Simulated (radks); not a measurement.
Values are calculated unless marked as measured or tabulated.
All-electron atom: Au4+ in [Xe] 4f14 5d6 6s1 (not the ground configuration). Level of theory: scalar-relativistic Kohn-Sham, PBEsol, spin-polarised, spherical densities, finite nucleus; open shells are filled with parallel spins first (spin-orbit coupling, left out, can overturn this in heavy ions); Fermi nuclear charge, rms radius 5.4371 fm (a radial shooting solver on a logarithmic mesh with Libxc functionals).

Unscreened Slater integrals over Kohn-Sham orbitals (hartree). They are taken over the spin-up orbitals.

F0(6s,6s): 0.42761
F0(6s,5d): 0.49470
G2(6s,5d): 0.11344
F0(6s,5p): 0.51857
G1(6s,5p): 0.047081
F0(6s,4f): 0.55940
G3(6s,4f): 0.020259
F0(5d,5d): 0.66320
F2(5d,5d): 0.35121
F4(5d,5d): 0.23554
F0(5d,5p): 0.73873
F2(5d,5p): 0.37547
G1(5d,5p): 0.45625
G3(5d,5p): 0.28462
F0(5d,4f): 0.84719
F2(5d,4f): 0.20830
F4(5d,4f): 0.098624
G1(5d,4f): 0.067871
G3(5d,4f): 0.065047
G5(5d,4f): 0.052372
F0(5p,5p): 0.85552
F2(5p,5p): 0.46293
F0(5p,4f): 1.0516
F2(5p,4f): 0.32904
G2(5p,4f): 0.12426
G4(5p,4f): 0.10571
F0(4f,4f): 1.8354
F2(4f,4f): 0.91192
F4(4f,4f): 0.58076
F6(4f,4f): 0.42036

Derived for the open shells (J is the average intra-shell exchange parameter used in DFT+U). 5d: Racah B = F2/49 - 5 F4/441 = 0.004497 hartree, C = 35 F4/441 = 0.01869 hartree, C/B = 4.16, F4/F2 = 0.671, J = (F2 + F4)/14 = 0.04191 hartree.
